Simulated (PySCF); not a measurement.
An unknown gives this computed stick spectrum. Theory: PySCF 2.14.0, density-fitted response routines, TDDFT wB97X-D/def2-SVPD, vertical, gas phase, core orbitals frozen in the response. Geometries: GFN2-xTB, one conformer each.

```
state  E (eV)       f
   S1    6.31  0.0006
   S2    7.17   0.263
   S3    7.44   0.147
   S4    8.07   0.038
   S5    8.49   0.021
   S6    8.63  0.0028
   S7    8.67   0.010
   S8    8.90   0.013
```

Triplets computed (Tamm–Dancoff): 4.45, 5.89, 7.14 eV.

Orbital energies (eV): HOMO-3 -12.10, HOMO-2 -11.20, HOMO-1 -10.27, HOMO -9.94, LUMO 1.23, LUMO+1 2.41, LUMO+2 2.74.

Question: Which structure fits? All have the formula C5H6F2O.
A. `[C@@H]1(F)OCC=C1CF`
B. `C=C1C[C@@H]1OC(F)F`
C. `FC(F)O[C@]12C[C@H]1C2`
D. `C(=C/C=C)/OC(F)F`

Answer: B. Its S1 lies at 6.31 eV; the nearest of the others has S1 at 5.71 eV. S1 is HOMO-1→LUMO (94%). Löwdin shares by element: HOMO carbon 82% or more (atoms not listed hold the other 18%); LUMO carbon 69% or more (atoms not listed hold the other 31%). At the same level the other candidates give, for their lowest levels:
- `FCC1=CCO[C@H]1F`: 7.10 eV (f 0.302); 7.51 eV (f 0.033); 7.85 eV (f 0.007); 7.97 eV (f 0.014); 8.45 eV (f 0.005); T1 4.50 eV; HOMO -9.77, LUMO 1.40 eV
- `C=C/C=C\OC(F)F`: 5.71 eV (f 0.758); 6.76 eV (f 0.003); 7.32 eV (f 0.034); 7.49 eV (f 0.026); 7.56 eV (f 0.001); T1 3.23 eV; HOMO -8.56, LUMO 0.71 eV
- `FC(F)O[C@]12C[C@H]1C2`: 7.65 eV (f 0.034); 7.95 eV (f 0.010); 8.36 eV (f 0.017); 8.40 eV (f 0.074); 8.64 eV (f 0.015); T1 6.96 eV; HOMO -9.47, LUMO 2.30 eV

Conformer computed: `[CH2:1]=[C:2]1[CH2:3][C@@H:4]1[O:5][CH:6]([F:7])[F:8]`: C3–C4–O5–C6 -142°, C4–O5–C6–F7 84°.
